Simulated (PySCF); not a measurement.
# A search over the determinants of SnB

Unrestricted PBE0; PySCF, scalar-relativistic core potentials, basis sets Sn def2-SVP with ECP28, B def2-SVP. Outer shells of the fragments: Sn 4d10 5s2 5p2; B 2s2 2p1.

Followed along the bond (rough minima from three points):

```
2Ms+1   unpaired  ⟨S²⟩ at the start  R at minimum (Å)  Te (eV)
    4  σ ↑, π ↑↑               3.75              2.19     0.00
    2  σ ↓, π ↑↑               1.77              2.20     0.34
    2  σ ↑, π ↑↓               1.76              2.20     0.38
    2        σ ↑               0.81              2.22     0.98
    2        π ↑               0.85  none in the scan   ≤ 1.15
```

Solutions found at the starting distance of 2.165 Å, counted from the lowest of them; the search is not exhaustive and high or unbound solutions are not listed, so other states can lie among these:

| 2Ms+1 | unpaired | term | E (eV) | ⟨S²⟩ | ⟨Lz²⟩ | μ (D) |
| --- | --- | --- | --- | --- | --- | --- |
| 4 | σ ↑, π ↑↑ | ⁴Σ⁻ | 0.00 | 3.75 | 0.00 | -1.39 |
| 2 | σ ↓, π ↑↑ | mixed | 0.34 | 1.77 | 0.00 | -1.35 |
| 2 | σ ↑, π ↑↓ | mixed | 0.38 | 1.76 | 2.01 | -1.37 |
| 2 | σ ↑ | mixed | 1.00 | 0.81 | 2.00 | -1.26 |
| 2 | π ↑ | ²Π | 1.16 | 0.85 | 1.01 | -1.44 |
| 2 | π ↑ | ²Π | 1.61 | 0.75 | 1.00 | -2.65 |
| 4 | π ↑↑↑ | ⁴Π | 2.47 | 3.82 | 1.00 | -0.68 |
| 4 | σ ↑, π ↑↑ | mixed | 2.47 | 3.75 | 2.01 | -0.94 |

A term symbol is given only where ⟨S²⟩ and ⟨Lz²⟩ are close to those of a pure state; real π, δ and φ orbitals otherwise mix terms. A positive dipole means Sn(−)B(+).

Spin–orbit coupling is left out.
